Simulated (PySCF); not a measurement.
AsH4In. Atoms are numbered in the order given.

```xyz
6

In     1.0362     0.0027     0.0000
As    -1.5537    -0.0618     0.0000
H     -1.6233     0.9843     1.1017
H     -1.6233     0.9843    -1.1017
H      1.8726    -0.0294     1.5072
H      1.8726    -0.0294    -1.5072
```
Charge 0, spin multiplicity 1.

Coordinates come from a r2SCAN-D4/def2-TZVP optimisation. The def2 effective core potentials stand for the cores of In; spin–orbit coupling is left out.

Level of theory: B3LYP/def2-TZVPD (PySCF).

Q: Estimate the frontier levels, gap, dipole moment and polarisability. (An estimate is asked for; the answer gives what the named calculation found.)

A: 
The highest occupied level is -6.76 eV. The lowest empty level is -2.12 eV, the orbital gap is 4.64 eV and the dipole moment comes out as 0.41 D. The quadrupole, principal values (traceless, Buckingham form, about the centre of nuclear charge) is -4.75, -1.55, 6.30 D·Å and the mean static polarisability is 79.5 bohr³ (11.78 Å³). The polarisability, principal values is 59.3, 72.7, 106.5 bohr³.
